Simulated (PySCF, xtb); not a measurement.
Mg(OH)(SH) (H2MgOS), SMILES [OH][Mg][SH].

xtb with GFN2-xTB at its own geometry gives an orbital gap of 1.94 eV and a dipole moment of 2.24 D.

The structure is a stationary point at ωB97X-D3(BJ)/def2-TZVP. Other conformers were not sampled.

**Question.** What does PBE0/def2-TZVPD run with PySCF give? (Estimate from the structure and the level; the computed values follow.)

**Answer.** gap 5.86 eV (levels -7.17 and -1.31 eV), dipole 1.49 D.
